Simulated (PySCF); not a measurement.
Labels have come off several samples. The candidates:

A. SMILES n1(C(C#C)(C)C)cccc1
B. SMILES C=C(Cl)/C=C(\Cl)C#CCC
C. `c1ccc(-n2cnnc2)cc1`

Spectrum 1. 1H NMR (400 MHz, computed): δ 8.24 (s, 2H), 7.86 (m, 2H), 7.69 (t, 1H), 7.68 (d, 2H). 13C{1H} NMR (computed): δ 143.4 (CH), 140.8 (C), 136.1 (CH), 133.2 (CH), 126.2 (CH).

Spectrum 2. 1H NMR (400 MHz, computed): δ 6.61 (s, 1H), 5.55 (m, 1H), 5.52 (m, 1H), 2.53 (q, 2H), 1.30 (t, 3H). 13C{1H} NMR (computed): δ 150.0 (C), 134.2 (CH), 128.7 (C), 126.4 (CH2), 107.4 (C), 86.6 (C), 16.4 (CH2), 15.7 (CH3).

Spectrum 3. 1H NMR (400 MHz, computed): δ 6.98 (m, 2H), 6.41 (m, 2H), 2.11 (s, 1H), 1.78 (s, 6H). 13C{1H} NMR (computed): δ 120.2 (CH), 114.2 (CH), 91.5 (C), 82.0 (CH), 52.5 (C), 34.9 (CH3).

- geometry: GFN2-xTB
- GIAO PBE0/pcSseg-1 shieldings
- code: PySCF
- no solvent model, single conformer, non-relativistic Hamiltonian, fast rotation and ring inversion assumed for equivalent nuclei

Scale: 1H (σ = 31.72 ppm), 13C (σ = 186.93 ppm) against TMS (reference shieldings calculated alike). Where no couplings were computed, multiplicities follow the n + 1 count of equivalent neighbours, and m marks all less simple cases (inequivalent or close neighbours, rings, F or P nearby). Shifts are as computed. Against solution values, carbons near 30 ppm lie about +3 ppm off and those near 130 ppm about +5 ppm; carbons on Cl a further +6 ppm. Of 1211 compounds with measured shifts, 218 miss one by over three times the rms of a fit or turn the order of signals round; such compounds aren't used in these exercises. Carbons bonded to Cl come out too deshielded.

Question: Which spectrum belongs to which compound?

Answer: 1–C, 2–B, 3–A.

- Spectrum 1 (C): 5 13C signals; δC 140.8 is an aromatic carbon bearing nitrogen; δC 136.1 is an aromatic CH.
- Spectrum 2 (B): 8 13C signals; δC 150.0 is a fully substituted alkene carbon; δC 134.2 is an alkene CH.
- Spectrum 3 (A): 6 13C signals; δC 91.5 is an alkyne carbon; δC 82.0 is a terminal alkyne carbon.
